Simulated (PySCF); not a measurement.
NMR data simulated for an unnamed compound:

1H NMR (400 MHz, computed): δ 5.60 (d, 2H), 5.29 (t, 1H), 5.19 (s, 3H), 1.83 (s, 3H), 1.09 (s, 9H).

13C{1H} NMR (computed): δ 164.3 (C), 112.6 (CH), 41.5 (C), 30.3 (CH3), 21.0 (CH3).

[PySCF 2.14.0 with density-fitted response routines: GIAO KT2/pcSseg-1 shieldings; coordinates at the PBE0-D3(BJ)/def2-SVP level; one averaged value for each set of equivalent atoms; a single conformation; gas phase; non-relativistic]

Referencing at the same level of theory: TMS for 1H (σ = 31.18 ppm), 13C (σ = 183.22 ppm).

Question: Which of these does the molecule contain: an S-methyl group, an NH or NH2 group, a non-aromatic C=C double bond, a Si–H bond, an ester, a tert-butyl group?

Answer: 
- An S-methyl group: no.
- An NH or NH2 group: no.
- A non-aromatic C=C double bond: yes.
- A Si–H bond: yes (δH 5.60 (d)).
- An ester: no.
- A tert-butyl group: yes (δC 30.3, 41.5; δH 1.09 (s)).

The data belong to `C/C(=C\[SiH2]O[SiH3])C(C)(C)C`, C7H18OSi2; they needn't prove each group on their own.

Carbon signals by region: 1 in the far downfield region (above 160 ppm), 1 in the sp2 and nitrile region (100–160 ppm), 3 below 50 ppm. Above 160 ppm: 164.3, fully substituted alkene carbon.

Shifts are as computed. Against solution values, carbons near 30 ppm lie about +2 ppm off and those near 130 ppm about -5 ppm. Of 1211 compounds with measured shifts, 218 miss one by over three times the rms of a fit or turn the order of signals round; such compounds aren't used in these exercises. No couplings were computed; multiplicities are counted from neighbouring protons, with m where these are inequivalent, close in shift, in a saturated or five-membered ring or joined by F or P, and br s for small geminal =CH2 splittings.
